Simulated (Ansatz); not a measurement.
C4H9KO (SMILES CC(C)(C)[O][K]), singlet, at a GFN2-xTB geometry (such geometries of metal compounds can be far from the true shape). Base run: Ansatz (a first-principles code) with PBE/6-31G.

The Ansatz input:
Ansatz 0.2 input:
```yaml
crystal:
  periodic: [false, false, false]
  atoms:
    - {symbol: K, position_ang: [1.42150951, 1.48499079, 0.73572327]}
    - {symbol: O, position_ang: [-0.31261562, 0.24102951, 0.76644815]}
    - {symbol: C, position_ang: [-0.61612927, -0.60075879, -0.24875327]}
    - {symbol: C, position_ang: [0.48404431, -1.66485134, -0.47729857]}
    - {symbol: C, position_ang: [-1.93081770, -1.35373098, 0.08543984]}
    - {symbol: C, position_ang: [-0.83564189, 0.14746532, -1.58549659]}
    - {symbol: H, position_ang: [0.19566226, -2.36992852, -1.25270589]}
    - {symbol: H, position_ang: [0.65150206, -2.20641898, 0.45048608]}
    - {symbol: H, position_ang: [1.41971964, -1.17615587, -0.77285994]}
    - {symbol: H, position_ang: [-1.79500257, -1.90315599, 1.01177710]}
    - {symbol: H, position_ang: [-2.20560725, -2.04063305, -0.71067068]}
    - {symbol: H, position_ang: [-2.72408869, -0.62724793, 0.23158299]}
    - {symbol: H, position_ang: [0.09092361, 0.64867127, -1.88870787]}
    - {symbol: H, position_ang: [-1.60956039, 0.89868371, -1.44822660]}
    - {symbol: H, position_ang: [-1.14003719, -0.53562096, -2.37435093]}
basis:
  gaussian:
    orbitals: 6-31G
hamiltonian:
  xc: pbe
```

Variants of this job, named by their change:

```json
[
 {"change": "base", "basis functions": "92", "E (Eh)": "-832.39352"},
 {"change": "basis = jorge-DZP-DKH; relativity = none", "basis functions": "151", "E (Eh)": "-832.04513"},
 {"change": "basis = x2c-SVPall; relativity = spin-free X2C", "basis functions": "139", "E (Eh)": "-834.63770"},
 {"change": "basis = ANO-RCC-VDZP; relativity = spin-free X2C", "basis functions": "137", "E (Eh)": "-834.99179"},
 {"change": "basis = ANO-RCC-VDZP; relativity = none", "basis functions": "137", "E (Eh)": "-831.79123"},
 {"change": "basis = x2c-SVPall; relativity = spin-free X2C; nucleus = Gaussian", "basis functions": "139", "E (Eh)": "-834.63692"},
 {"change": "basis = x2c-SVPall; relativity = none", "basis functions": "139", "E (Eh)": "-831.81337"},
 {"change": "basis = jorge-DZP-DKH; relativity = spin-free X2C", "basis functions": "151", "E (Eh)": "-834.90647"},
 {"change": "basis = jorge-DZP-DKH; relativity = spin-free X2C; nucleus = Gaussian", "basis functions": "151", "E (Eh)": "-834.90561"},
 {"change": "basis = ANO-RCC-VDZP; relativity = spin-free X2C; nucleus = Gaussian", "basis functions": "137", "E (Eh)": "-834.99087"}
]
```

Total energies compare only within one method and basis.

Ansatz warned in this series: the basis is contracted for relativity, which the run leaves out.

Basis sets contracted for a relativistic Hamiltonian are a mismatch without it, so the rows without relativity aren't non-relativistic limits. No row has spin-orbit coupling; sets with core potentials leave out the core electrons.
